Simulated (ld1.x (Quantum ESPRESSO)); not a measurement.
**gallium (Ga): variants of one TM potential**

Base potential:

* Element: Ga
* Generator: ld1.x (Quantum ESPRESSO) 7.5
* Type: norm-conserving Troullier–Martins (Kleinman–Bylander form)
* Functional: PBEsol
* Relativity: scalar-relativistic
* Frozen core: [Ne]
* Valence charge: 21
* Reference configuration: 3s2 3p6 3d10 4s0 4p0 (charge +3)
* Partial waves: 3s (bound): rc 0.70 bohr; 3d (bound): rc 0.65 bohr; 3p (bound): rc 1.05 bohr
* Local potential: the p channel
* Core correction: none

Cutoffs, loose and tight: the cutoffs (Ry, on a coarse ladder) from which the occupation-weighted sum of valence levels, in a spherical-Bessel basis at the reference potential, stays within 10 and 1 mRy of its value at 400 Ry. They do not see the model core or the augmentation charge, which bear on the density cutoff. Test errors are all-electron minus pseudo excitation energies from the reference, over the configurations 3s2 3p6 3d10 4s2 4p1; 3s2 3p6 3d10 4s2 4p0; 3s2 3p6 3d10 4s1 4p0; 3s2 3p6 3d10 4s1 4p1; 3s2 3p6 3d10 4s0 4p3; 3s2 3p5 3d10 4s2 4p1; 3s2 3p6 3d10 4s2 4p1.3. A dash means not determined; rows that change the core or the reference have their own tests.

Cutoffs are not given where the Bessel-basis levels miss the radial ones by over 6 mRy, ghosts where they miss by over 20 mRy; a channel whose overlap is not positive is not tested.

```csv
change,outcome,"cutoff, loose","cutoff, tight",bound ghosts,largest test error (meV)
base,generated,over 300 Ry,over 300 Ry,none,+631
"all radii scaled by about 0.74 (s 0.52, p 0.78, d 0.48 bohr)",generated,–,–,not determined,+418
"all radii scaled by about 0.83 (s 0.58, p 0.88, d 0.54 bohr)",generated,–,–,not determined,+485
"all radii scaled by about 1.06 (s 0.74, p 1.12, d 0.68 bohr)",generated,over 300 Ry,over 300 Ry,none,+579
"all radii scaled by about 1.23 (s 0.86, p 1.28, d 0.80 bohr)",generated,over 300 Ry,over 300 Ry,none,+354
"all radii scaled by about 1.28 (s 0.90, p 1.34, d 0.84 bohr)",generated,300 Ry,over 300 Ry,none,-465
"all radii scaled by about 1.37 (s 0.96, p 1.44, d 0.88 bohr)",generated,300 Ry,over 300 Ry,none,-989
```

(1) What comes out with this change to the base: all radii scaled by about 0.93 (s 0.66, p 0.98, d 0.60 bohr)?

(2) What comes out with this change to the base: all radii scaled by about 1.14 (s 0.80, p 1.20, d 0.74 bohr)?

## Answers

(1) outcome: generated; bound ghosts: none; largest test error (meV): +599.

(2) outcome: generated; cutoff, loose: over 300 Ry; cutoff, tight: over 300 Ry; bound ghosts: none; largest test error (meV): +442.

Reading the sweep of the scale of all radii (base = 1) (base included, trends over the rows without a ghost): The median size of the test errors (rows with all tests solved) is not monotonic: lowest 120.4 meV at 1.28, highest 394.9 meV at 1.
